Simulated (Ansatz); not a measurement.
`BBC=C` + HBr → `C=CBBr` + BH₃ at 700 K and 1 bar (cleavage of the B–B bond).

Computed with Ansatz on PBE0-D4/def2-TZVP structures; ΔE is electronic, products minus reactants. CCSD(T)/CBS adds triple-zeta CCSD(T) − MP2 to the extrapolated MP2 energy (def2 sets, frozen cores). This one scheme is used for every species. For Br outer-core shells are correlated without core-valence functions, which leaves a few kJ/mol of doubt a bond. Scalar relativity is left out up to krypton. Each species was taken in one conformer, which may not be the lowest.

| species | CCSD(T)/CBS energy (Eh) | H − E (kJ/mol) | S (J/(mol·K)) |
| --- | --- | --- | --- |
| `BBC=C` | -129.22973 | 262.4 | 406.2 |
| HBr | -2573.91920 | 36.5 | 223.7 |
| `C=CBBr` | -2676.63535 | 203.4 | 393.3 |
| BH₃ | -26.55200 | 96.5 | 225.0 |

H − E and S are ideal-gas, rigid-rotor, harmonic terms from PBE0-D4/def2-TZVP, for one conformer and one mirror image of each species. 1 Eh = 2625.50 kJ/mol, R = 8.31446 J/(mol·K).

Problem. By hand: ΔE, ΔH, ΔS and ΔG.

Solution. ΔE = (-2676.63535) + (-26.55200) − (-129.22973) − (-2573.91920) = -0.03842 Eh = -100.9 kJ/mol. Δ(H − E) = 203.4 + 96.5 − 262.4 − 36.5 = 1.0, so ΔH = -99.9 kJ/mol. ΔS = 393.3 + 225.0 − 406.2 − 223.7 = -11.6 J/(mol·K). ΔG = -99.9 − 700 × (-11.6)/1000 = -91.8 kJ/mol.

Problem. By hand: the equilibrium constant, and the temperature at which ΔG would vanish if ΔH and ΔS stayed fixed.

Solution. log₁₀ K = −ΔG/(RT ln 10) = 6.9. ΔG = 0 at ΔH/ΔS = 8612 K, far beyond where these terms or the molecules hold.

The number of gas molecules stays the same, so ΔS is small and ΔH decides. A doubt of 5 kJ/mol in ΔE shifts log₁₀ K by 0.4 here. Other conformers and mirror images would add mixing entropy, several J/(mol·K) or more a flexible species. These are equilibria of isolated gas molecules and say nothing of rates. Largest T1 diagnostic: 0.012 (customary marks: 0.02 for closed shells, 0.045 for open ones).
